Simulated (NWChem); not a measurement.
Molecule: C3H7FSi; SMILES C[SiH2]/C=C\F

```xyz
12

C      0.2663    -2.5410     0.0000
Si    -0.4952    -0.8235     0.0000
C      0.8692     0.4658     0.0000
C      0.6503     1.7776     0.0000
F     -0.5800     2.2900     0.0000
H     -0.5151    -3.3163     0.0000
H      0.8949    -2.6926    -0.8914
H      0.8949    -2.6926     0.8914
H     -1.3625    -0.6450     1.2068
H     -1.3625    -0.6450    -1.2068
H      1.9221     0.1650     0.0000
H      1.4135     2.5642     0.0000
```
Atoms are numbered in this order, from 1.

Results from NWChem. The geometry was optimised at PBE0/def2-SVP. No frequency run checked for a minimum. GIAO values for the isolated, static molecule; σ is the absolute isotropic shielding, δ = σ(reference) − σ with the isolated reference molecule computed at the same levels (13C: tetramethylsilane, 1H: tetramethylsilane, 29Si: tetramethylsilane).

Q: Estimate the computed values for KT2/pcSseg-1. Quantities: δ C1 (ppm); δ Si2 (ppm); δ C3 (ppm); δ C4 (ppm); δ H6 (rotor mean) (ppm); δ H9 (ppm); δ H11 (ppm).

A: 
```yaml
"δ C1 (ppm)": -8.0
"δ Si2 (ppm)": -58.4
"δ C3 (ppm)": 94.4
"δ C4 (ppm)": 159.5
"δ H6 (rotor mean) (ppm)": 0.23
"δ H9 (ppm)": 4.68
"δ H11 (ppm)": 4.30
```
